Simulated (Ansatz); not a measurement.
Compare A (`CN[SiH2]N`) with its isomer B (`NCN[SiH3]`).

Program: Ansatz. Geometries: PBE0-D4/def2-TZVP. ΔE: electronic, gas phase. CCSD(T)/CBS adds triple-zeta CCSD(T) − MP2 to the extrapolated MP2 energy (def2 sets, frozen cores). Functionals use def2-TZVPP. B3LYP here is the variant with VWN-RPA as its local correlation; programs differ in this. One conformer a species, not always the lowest.

A:

Z-matrix (Å, degrees):
```
C
N 1 1.444
H 1 1.095 2 111.3
H 1 1.093 2 109.4 3 -118.3
H 1 1.098 2 113.5 3 121.9
Si 2 1.710 1 125.5 3 142.8
H 2 1.008 1 114.0 3 -57.0
N 6 1.711 2 108.2 1 -154.0
H 6 1.494 2 103.6 1 -28.6
H 6 1.495 2 117.4 1 89.6
H 8 1.006 6 121.8 2 61.0
H 8 1.006 6 120.4 2 -147.6
```

B:

```xyz
12

N    -0.869    1.796    0.552
C    -0.418    0.787   -0.384
N    -0.311   -0.478    0.290
Si    0.866   -1.673   -0.063
H    -1.065    2.670    0.080
H    -0.161    1.965    1.256
H     0.566    0.997   -0.837
H    -1.144    0.767   -1.209
H    -1.161   -0.733    0.770
H     0.707   -2.363   -1.380
H     0.783   -2.705    1.002
H     2.208   -1.030   -0.077
```

Task: Which isomer does CCSD(T)/CBS put lower? Give the gap. (Best estimate.)

Result: Computed: A, by 119.4 kJ/mol.

Task: Give E(B) − E(A) in kJ/mol with B3LYP-D4, r2SCAN-D4, HF/def2-TZVPP, ωB97M-V, CCSD/def2-TZVPP, PBE-D4, MP2/def2-TZVPP. (Best estimate.)

Result: The calculation gave: B3LYP-D4 116.4, r2SCAN-D4 118.0, HF/def2-TZVPP 117.3, ωB97M-V 117.9, CCSD/def2-TZVPP 116.4, PBE-D4 109.7, MP2/def2-TZVPP 120.8. None reverses the order clearly.

Largest T1 diagnostic: 0.010.

From PBE to PBE0 (25 % exact exchange), in def2-TZVPP and without D4, E(B) − E(A) moves by +3.4 kJ/mol.
